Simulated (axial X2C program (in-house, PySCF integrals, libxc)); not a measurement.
# Outer orbitals of SbSe⁺ at 2.262 Å, B3LYP

Calculated with an in-house all-electron X2C program for linear molecules (integrals from PySCF). Spin-free means the one-electron spin-free X2C Hamiltonian; two-component (2c) means X2C with spin–orbit coupling and atomic mean-field two-electron Coulomb and Gaunt terms, so the difference of the two also holds small scalar two-electron terms. Basis: Sb dyall-cv3z [11s12p8d4f1g], Se dyall-cv3z [8s9p6d4f1g] (cores contracted in-house); Gaussian nuclei, density fitting, unrestricted open shells. Masses: Sb 120.904 u, Se 79.917 u.

The distance is close to the 2c PBE0 minimum; the highest filled and lowest empty levels are listed.

Spin-free orbitals, state M_S = 0, Λ = 0 (closed shell) (Löwdin shares):

```csv
symmetry,occupied,ε (eV),atomic character
σα,yes,-26.07,"66% Se s, 17% Sb s, 9% Sb p"
σα,yes,-20.42,"60% Sb s, 17% Se p, 15% Se s"
σα,yes,-14.55,"47% Se p, 39% Sb p, 9% Sb s"
π+α,yes,-13.93,"63% Se p, 32% Sb p, 3% Sb d"
π-α,yes,-13.93,"63% Se p, 32% Sb p, 3% Sb d"
π+α,no,-9.74,"63% Sb p, 29% Se p, 4% Sb d"
π-α,no,-9.74,"63% Sb p, 29% Se p, 4% Sb d"
σα,no,-6.01,"40% Sb p, 23% Sb d, 18% Se p"
σα,no,-3.49,"68% Sb s, 13% Se d, 7% Se s"
```

One partner of each degenerate Kramers or spin pair is listed.

Spinors with spin–orbit coupling (state Ω = 0):

```tsv
ω	occupied	ε (eV)	atomic character	λ mixture
1/2	yes	-26.07	66% Se s, 17% Sb s, 9% Sb p	100% σ
1/2	yes	-20.41	60% Sb s, 18% Se p, 15% Se s	100% σ
1/2	yes	-14.57	46% Se p, 39% Sb p, 9% Sb s	99% σ, 1% π
1/2	yes	-14.08	61% Se p, 33% Sb p, 3% Sb d	100% π
3/2	yes	-13.77	64% Se p, 30% Sb p, 3% Sb d	100% π
1/2	no	-9.91	61% Sb p, 31% Se p, 4% Sb d	99% π, 1% σ
3/2	no	-9.51	64% Sb p, 28% Se p, 4% Sb d	100% π
1/2	no	-5.99	41% Sb p, 23% Sb d, 18% Se p	100% σ
1/2	no	-3.48	68% Sb s, 13% Se d, 7% Se s	100% σ
```

One partner of each degenerate Kramers or spin pair is listed.

**Question.** How does the gap between the highest filled and lowest empty level change from the spin-free to the 2c table?

**Answer.** From 4.19 to 3.86 eV at B3LYP, a change of -0.33 eV.

Mulliken charges and populations of the two-component result (they depend on the basis, above all on diffuse functions):

Sb 0.87 e (s 9.91 p 20.11 d 20.09 f 0.02), Se 0.13 e (s 7.97 p 15.82 d 10.07 f 0.01).

Occupations by symmetry block were frozen at the best pattern of an incomplete PBE0 search.
